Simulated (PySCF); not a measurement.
**Fractional electron number in W²⁺ (tungsten, charge +2)**

The 5d alpha orbital of [Xe] 4f14 5d4 is emptied in steps (occupation f), with all orbitals relaxed, ending at [Xe] 4f14 5d3. Calculation: PySCF 2.14, in aug-cc-pVTZ-PP with ECP60MDF (6s6p5d3f2g, 88 functions); scalar relativity through the core potential. The exact energy is a straight line in f; departures are measured from the line between the end points of the same method.

Question: Among BHandHLYP, wB97X, B3LYP, which shows the largest delocalisation error (convex curve), and which is closest to linear?

Answer: Most convex: B3LYP (-1.010 eV at f = 0.4); closest to linear: wB97X (-0.312 eV).

```csv
f,BHandHLYP (eV),wB97X (eV),B3LYP (eV)
1,0.000,0.000,0.000
0.8,-0.379,-0.209,-0.669
0.6,-0.570,-0.314,-1.007
0.4,-0.572,-0.312,-1.010
0.2,-0.383,-0.205,-0.675
0,0.000,0.000,0.000
```

```csv
method,E(f=0) − E(f=1) (eV),−ε at f=1 (eV),−ε at f=0.4 (eV)
BHandHLYP,25.544,23.186,26.012
wB97X,25.440,24.141,25.716
B3LYP,25.863,21.708,26.692
```

Reference removal energy between the ground levels: 26 ± 0.4 eV (semi-empirical (NIST evaluation); NIST Atomic Spectra Database, ionization energies). The calculation has no spin-orbit coupling. The determinant left behind need not be the lowest term of the ion.
